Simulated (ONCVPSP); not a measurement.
# Transferability test, ONCV potential for Co (Z = 27)

* Element: Co (Z = 27)
* Generator: ONCVPSP 4.0.1
* Type: optimised norm-conserving Vanderbilt (ONCV)
* Functional: LDA (Perdew-Zunger)
* Relativity: scalar-relativistic
* Frozen core: [Ar]
* Valence charge: 9
* Reference configuration: 3d7 4s2
* Partial waves: 4s: rc 2.55 bohr, ncon 4, nbas 7, qcut 2.2 1/bohr, 2 projectors, debl 1.1 Ha; p scattering state at 0.18 Ha: rc 2.30 bohr, ncon 5, nbas 10, qcut 4.3 1/bohr, 2 projectors, debl 0.9 Ha; 3d: rc 1.10 bohr, ncon 3, nbas 8, qcut 17.4 1/bohr, 1 projector
* Local potential: polynomial inside 0.95 bohr (lpopt 5, dvloc0 2 Ha)
* Core correction: Teter function, fcfact 2.5, rcfact 1.4

In the p channel the program set the typed energies aside and used 0.050, 0.950 Ha.

Energies are relative to the spin-unpolarised reference configuration 3d7 4s2; without spin polarisation the order of configurations can differ from experiment.

```json
{"valence configuration": "3d7 4s0", "charge": "+2", "ΔE all-electron (eV)": "26.381", "error AE − PS (meV)": "-35"}
{"valence configuration": "3d7 4s1.5", "charge": "+0.5", "ΔE all-electron (eV)": "3.721", "error AE − PS (meV)": "-1.3"}
```

Q: What are ΔE and the potential's error for 3d6 4s0?

A: ΔE = 62.569 eV all-electron; the error (AE − PS) is -245 meV.

Q: What are ΔE and the potential's error for 3d7 4s1?

A: ΔE = 9.296 eV all-electron; the error (AE − PS) is -5.9 meV.

Levels in the configuration 3d7 4s0:

```csv
level,all-electron (eV),pseudo (eV)
3d,-27.392,-27.397
```

Note: ghosts flagged at negative energy: s at -47.2 eV; GHOST(+) flagged for p at 46.6 eV. A true bound ghost makes a file unfit for plane-wave use.
